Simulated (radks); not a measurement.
Question: Ca2+, 18 electrons, occupied as [Ne] 3s2 3p4 4s2 (not the ground configuration). All-electron calculation, Dirac Kohn-Sham, PBEsol, spin-unpolarised, spherical densities, finite nucleus; open shells fill j = l - 1/2 first; Fermi nuclear charge, rms radius 3.4776 fm. Program: a radial shooting solver on a logarithmic mesh with Libxc functionals. Some entries of the table are withheld. Estimate them.

orbital,occ.,eigenvalue (eV),<1/r> (bohr^-1),<r^2> (bohr^2)
1s1/2,2,(1),19.72,0.007956
2s1/2,2,(2),4.057,0.1570
2p1/2,2,-373.0943,3.984,0.1312
2p3/2,4,-369.3989,3.942,0.1331
3s1/2,2,-76.8868,1.269,1.404
3p1/2,2,(3),(4),1.609
3p3/2,2,(5),(6),1.626
4s1/2,2,-19.5707,0.4630,9.317

Answer: 
(1) 1s1/2 eigenvalue (eV): -3981.295
(2) 2s1/2 eigenvalue (eV): -449.6796
(3) 3p1/2 eigenvalue (eV): -57.3008
(4) 3p1/2 <1/r> (bohr^-1): 1.165
(5) 3p3/2 eigenvalue (eV): -56.8488
(6) 3p3/2 <1/r> (bohr^-1): 1.157
